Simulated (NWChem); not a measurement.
Species: CH$_{4}$ClInO; SMILES [InH]([O]C)[Cl]

```xyz
8

In    -0.4359     0.0383     0.0000
H     -2.1335    -0.1559     0.0000
Cl     0.6443     2.1140     0.0000
O      0.9108    -1.4226     0.0000
C      0.6079    -2.7842     0.0000
H      1.0409    -3.2793    -0.8897
H      1.0409    -3.2793     0.8897
H     -0.4771    -3.0166     0.0000
```
Atoms are numbered in this order, from 1.

Computed with NWChem. Medium grid unless said otherwise, to which SCAN and Minnesota functionals are sensitive. Structure relaxed at the PBE0/def2-SVP level. def2 effective core potentials on In; no spin-orbit coupling.

Problem. Among these, which level gives the highest value of “dipole (D)”?
(A) B3LYP/def2-SVP
(B) LC-wPBE (HJS exchange hole, range parameter 0.4 per bohr)/def2-SVP
(C) LRC-wPBEh/def2-SVP
(D) PW6B95/def2-SVP

Solution. B, LC-wPBE (HJS exchange hole, range parameter 0.4 per bohr)/def2-SVP. Values: B3LYP/def2-SVP 3.11; PW6B95/def2-SVP 3.21; LRC-wPBEh/def2-SVP 3.32; LC-wPBE (HJS exchange hole, range parameter 0.4 per bohr)/def2-SVP 3.46
